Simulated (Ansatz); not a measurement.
One change: `[CH3][GeH2][CH]=N` becomes `N=[CH][GeH2][SH]`.

Ansatz, PBE0-D4/def2-TZVP geometries, multiplicity 1. Each molecule was computed in one conformer, which needn't be the lowest.

Scalar relativity is left out up to krypton.

| property | `[CH3][GeH2][CH]=N` |
| --- | --- |
| LUMO energy (ωB97M-V/def2-TZVPP) / eV | 1.55 |
| HOMO–LUMO gap (B3LYP/def2-TZVPP) / eV | 5.92 |
| HOMO energy (PBE/def2-TZVPP) / eV | -5.71 |
| size of the dipole moment (PBE/def2-TZVPP) / D | 1.94 |
| LUMO energy (PBE/def2-TZVPP) / eV | -1.80 |
| LUMO energy (PBE0/def2-TZVPP) / eV | -0.69 |

Q: Give the same properties after the change, and the shifts. (Estimate.)

A: Computed: 
| property | `N=[CH][GeH2][SH]` | shift |
| --- | --- | --- |
| LUMO energy (ωB97M-V/def2-TZVPP) / eV | 1.04 | -0.51 |
| HOMO–LUMO gap (B3LYP/def2-TZVPP) / eV | 5.60 | -0.32 |
| HOMO energy (PBE/def2-TZVPP) / eV | -5.91 | -0.20 |
| size of the dipole moment (PBE/def2-TZVPP) / D | 1.56 | -0.38 |
| LUMO energy (PBE/def2-TZVPP) / eV | -2.19 | -0.39 |
| LUMO energy (PBE0/def2-TZVPP) / eV | -1.13 | -0.44 |

With PBE0 the HOMO falls by 0.12 eV and the LUMO falls by 0.44 eV, so the gap narrows by about 0.32 eV. PBE moves the HOMO by -0.20 eV and ωB97M-V by -0.05 eV. Dipoles are sizes alone; their direction can turn.

B3LYP here is the variant with VWN-RPA as its local correlation; programs differ in this.
